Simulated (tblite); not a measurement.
Compound: C6H7FSSi.
SMILES with atom numbers: `[CH:1]#[C:2][Si@:3]([F:4])([C:5]#[C:6][CH3:7])[S:8][CH3:9]` (hydrogens: H10 on C1; H11, H12, H13 on C7; H14, H15, H16 on C9)

Computed geometry: GFN2-xTB, gas phase.

What internal coordinates does the optimisation give?

| bond | length (Å) |
| --- | --- |
| C1≡C2 | 1.202 |
| C2–Si3 | 1.847 |
| Si3–F4 | 1.607 |
| Si3–C5 | 1.838 |
| C5≡C6 | 1.206 |
| C6–C7 | 1.442 |
| Si3–S8 | 2.152 |
| S8–C9 | 1.821 |
| C1–H10 | 1.052 |
| C7–H11, C7–H12, C7–H13 | 1.090 |
| C9–H14, C9–H15, C9–H16 | 1.086 |

Bonds in one row agree within 0.01 Å and their mean is given. A selection of angles:
| angle | degrees |
| --- | --- |
| C2–C1–H10 | 178.5 |
| C1–C2–Si3 | 176.2 |
| C2–Si3–F4 | 108.5 |
| C2–Si3–C5 | 111.5 |
| C2–Si3–S8 | 110.2 |
| F4–Si3–C5 | 109.8 |
| F4–Si3–S8 | 106.2 |
| C5–Si3–S8 | 110.3 |
| Si3–C5–C6 | 175.4 |
| C5–C6–C7 | 178.7 |
| C6–C7–H11 | 110.0 |
| H11–C7–H12 | 109.0 |
| Si3–S8–C9 | 98.7 |
| S8–C9–H14 | 109.7 |
| S8–C9–H16 | 106.8 |
| H14–C9–H15 | 110.5 |

Dihedral angles: C2–Si3–S8–C9 64° (synclinal).

Si3 (fluorine-bound silicon) is tetrahedral (angles from 106.2° to 111.5°). The 3 C–C bonds span 1.202 Å (C1≡C2, drawn triple) to 1.442 Å (C6–C7, drawn single), a spread of 0.240 Å. Of the pairs four or more bonds apart, C5···H14 is among the closest relative to their van der Waals radii: 2.99 Å, 103 % of the sum of Bondi's values.

Point group: C1 (no symmetry element, even within 0.4 Å). Its GFN2-xTB frequencies are all real (lowest 21 cm⁻¹). One conformer, not necessarily the lowest.
